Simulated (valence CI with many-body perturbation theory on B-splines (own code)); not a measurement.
# Level structure of Kr31+

Calculated by configuration interaction combined with many-body perturbation theory (CI+MBPT): three valence electrons over a frozen Dirac-Fock core [He], radial functions for each j: 11 s, 11 p, 10 d, 8 f, 5 g, 2 h, with the one-electron correlation potential Σ1, the two-electron term Σ2, the three-electron term Σ3, Breit, model QED; selected CI, second order for the rest, scaled by the run's own slope (own B-spline code, finite nucleus).

No measured spectrum was set against this ion. As an estimate, large intervals hold to a few tenths of a per cent, small ones and those within an open d or f shell to about a per cent.

Levels 136 to 180 of 211, with energies above the lowest level, (2s^2 2p1/2) J=1/2. "Leading %" is the weight of the configuration and term that name the level; weights of strongly mixed levels are sums over their largest components and can fall short. In the jj column 3d3/2^4 stands for four electrons in 3d with j = 3/2. Lifetimes count E1, E2, E3, M1 and M2 decay at the calculated energies, and are blank where another channel may lead or the interval is too uncertain; long ones can be off by a factor of two.

```tsv
No.	Configuration	Term	J	E (× 10³ cm⁻¹)	Leading %	Leading jj	Lifetime
136	2s.2p.4s	2P°	1/2	23520	84	2s 2p1/2 4s (92 %)	160 fs
137	2s.2p.4p	4D	3/2	23582	68	2s 2p1/2 4p3/2 (72 %)	245 fs
138	2s.2p.4p	2P	3/2	23596	31	2s 2p1/2 4p1/2 (66 %)	73.1 fs
139	2s.2p.4p	4P	1/2	23626	61	2s 2p1/2 4p1/2 (91 %)	166 fs
140	2s.2p.4d	4F°	3/2	23658	66	2s 2p1/2 4d3/2 (99 %)	60.9 fs
141	2s.2p.4p	4D	5/2	23665	57	2s 2p1/2 4p3/2 (91 %)	244 fs
142	2s.2p.4p	2P	1/2	23666	53	2s 2p1/2 4p3/2 (90 %)	54.2 fs
143	2s.2p.4p	2D	3/2	23676	51	2s 2p1/2 4p3/2 (92 %)	69.1 fs
144	2s.2p.4d	4F°	5/2	23687	34	2s 2p1/2 4d5/2 (95 %)	33.2 fs
145	2s.2p.4f	4G	5/2	23732	46	2s 2p1/2 4f5/2 (100 %)	66.5 fs
146	2s.2p.4d	4F°	5/2	23738	39	2s 2p1/2 4d3/2 (78 %)	62.9 fs
147	2s.2p.4f	4F	7/2	23741	27	2s 2p1/2 4f7/2 (100 %)	67.4 fs
148	2s.2p.4d	4D°	3/2	23754	38	2s 2p1/2 4d3/2 (75 %)	28.9 fs
149	2s.2p.4d	4D°	1/2	23759	70	2s 2p1/2 4d3/2 (91 %)	22.4 fs
150	2s.2p.4d	4F°	7/2	23765	49	2s 2p1/2 4d5/2 (91 %)	34.2 fs
151	2s.2p.4d	2D°	3/2	23784	46	2s 2p1/2 4d5/2 (74 %)	34.4 fs
152	2s.2p.4d	2F°	5/2	23788	59	2s 2p1/2 4d5/2 (83 %)	30.0 fs
153	2s.2p.4f	4G	7/2	23814	42	2s 2p1/2 4f5/2 (91 %)	66.6 fs
154	2s.2p.4f	4F	3/2	23814	62	2s 2p1/2 4f5/2 (92 %)	66.4 fs
155	2s.2p.4f	4D	5/2	23818	29	2s 2p1/2 4f5/2 (72 %)	66.3 fs
156	2s.2p.4f	4G	9/2	23821	40	2s 2p1/2 4f7/2 (92 %)	67.5 fs
157	2s.2p.4f	2D	5/2	23826	39	2s 2p1/2 4f7/2 (72 %)	67.5 fs
158	2s.2p.4f	2G	7/2	23829	41	2s 2p1/2 4f7/2 (91 %)	68.0 fs
159	2s.2p.4s	4P°	5/2	23913	99	2s 2p3/2 4s (99 %)	184 fs
160	2s.2p.4s	2P°	3/2	23944	84	2s 2p3/2 4s (99 %)	134 fs
161	2s.2p.4p	4P	3/2	24030	45	2s 2p3/2 4p1/2 (99 %)	137 fs
162	2s.2p.4p	4D	5/2	24037	36	2s 2p3/2 4p1/2 (97 %)	105 fs
163	2s.2p.4p	4D	7/2	24072	100	2s 2p3/2 4p3/2 (100 %)	278 fs
164	2s.2p.4p	2P	3/2	24084	50	2s 2p3/2 4p3/2 (99 %)	75.3 fs
165	2s.2p.4p	2D	5/2	24105	54	2s 2p3/2 4p3/2 (97 %)	78.5 fs
166	2s.2p.4p	2S	1/2	24118	59	2s 2p3/2 4p3/2 (99 %)	57.9 fs
167	2s.2p.4d	4F°	9/2	24167	100	2s 2p3/2 4d5/2 (100 %)	132 fs
168	2s.2p.4d	4D°	5/2	24171	50	2s 2p3/2 4d3/2 (98 %)	29.0 fs
169	2s.2p.4d	4D°	7/2	24171	49	2s 2p3/2 4d3/2 (61 %)	33.4 fs
170	2s.2p.4d	4P°	3/2	24177	52	2s 2p3/2 4d3/2 (97 %)	27.5 fs
171	2s.2p.4d	4P°	1/2	24179	88	2s 2p3/2 4d3/2 (98 %)	31.0 fs
172	2s.2p.4d	2D°	5/2	24198	48	2s 2p3/2 4d5/2 (98 %)	33.6 fs
173	2s.2p.4d	2P°	3/2	24212	42	2s 2p3/2 4d5/2 (95 %)	35.0 fs
174	2s.2p.4d	2F°	7/2	24221	82	2s 2p3/2 4d5/2 (61 %)	22.6 fs
175	2s.2p.4f	4F	7/2	24235	42	2s 2p3/2 4f5/2 (98 %)	66.5 fs
176	2s.2p.4d	2P°	1/2	24235	82	2s 2p3/2 4d5/2 (94 %)	27.4 fs
177	2s.2p.4f	4F	5/2	24238	46	2s 2p3/2 4f5/2 (100 %)	66.4 fs
178	2s.2p.4f	4G	9/2	24239	52	2s 2p3/2 4f7/2 (52 %)	66.5 fs
179	2s.2p.4f	4D	3/2	24245	64	2s 2p3/2 4f5/2 (100 %)	66.3 fs
180	2s.2p.4f	2F	7/2	24247	42	2s 2p3/2 4f7/2 (98 %)	67.3 fs
```

Where two levels of one J and parity lie close, their mixing, g and order are uncertain.
